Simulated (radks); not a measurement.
Values are calculated unless marked as measured or tabulated.
Valence configurations of neutral thulium (all share [Xe]). Code: a radial shooting solver on a logarithmic mesh with Libxc functionals. Model: Dirac Kohn-Sham, LDA (Slater exchange, Perdew-Wang correlation), spin-unpolarised, spherical densities, finite nucleus; open shells fill j = l - 1/2 first; Fermi nuclear charge, rms radius 5.2256 fm. Energies are relative to 4f13 6s2; eigenvalues in eV.

| valence | E (eV) | e(4f5/2) | e(4f7/2) | e(5d3/2) | e(6p1/2) | e(6s1/2) |
|---|---|---|---|---|---|---|
| 4f13 6s2 | 0.000 | -3.964 | -2.766 | - | - | -4.034 |
| 4f13 6s1.5 6p0.5 | 1.355 | -4.652 | -3.454 | - | -1.687 | -4.438 |
| 4f12.5 5d0.5 6s2 | 1.437 | -7.028 | -5.795 | -1.696 | - | -4.360 |
| 4f13 5d0.5 6s1.5 | 1.493 | -3.596 | -2.399 | -0.938 | - | -3.952 |
| 4f12 5d1 6s2 | 4.132 | -10.246 | -8.977 | -2.264 | - | -4.593 |
| 4f13 6s0.5 6p1.5 | 4.196 | -5.923 | -4.724 | - | -2.214 | -5.143 |
| 4f13 6p2 | 5.681 | -6.516 | -5.316 | - | -2.442 | - |
| 4f13 5d2 | 6.074 | -3.213 | -2.016 | -0.954 | - | - |
| 4f11.5 5d1.5 6s2 | 8.180 | -13.622 | -12.317 | -2.808 | - | -4.773 |
| 4f11 5d2 6s2 | 13.669 | -17.153 | -15.813 | -3.339 | - | -4.918 |

NIST lists [Xe] 4f13 6s2 as the ground configuration; this level of theory agrees among the configurations tried. The energies are those of spherical spin-averaged densities, not of single terms.
